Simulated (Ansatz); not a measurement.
```csv
atom,x (Å),y (Å),z (Å)
C,0.0000,-0.4178,-0.1097
C,0.0000,-0.4299,1.1174
C,0.0000,0.7075,-0.8970
H,0.0000,-1.3015,-0.5992
H,0.0000,-1.2924,1.6349
H,0.0000,0.4243,1.6521
H,0.0000,1.5539,-0.3421
H,0.8123,0.7283,-1.5050
H,-0.8123,0.7283,-1.5050
```

Basis set: 6-31G* (spherical functions). Correlated methods keep 3 orbitals frozen. Charge 0, multiplicity 1.

Computed with Ansatz (development build ahead of 0.2.0); each method stands on the lowest determinant of its kind that the runs found. Restricted open shells among the atoms or ions are ROHF, correlated in semicanonical orbitals with singles.

(1) Give the atomization energy at this shape (free ground-state atoms in the same class of orbitals less the molecule, no zero-point energy) of singlet C3H6 by RHF-MP2, RHF.

Answers

(1)

| method | atomization energy |
| --- | --- |
| RHF-MP2 | 32.86 eV |
| RHF | 27.19 eV |

Caution: no unrestricted run beside it, a lower state can exist; the shape is not the minimum.
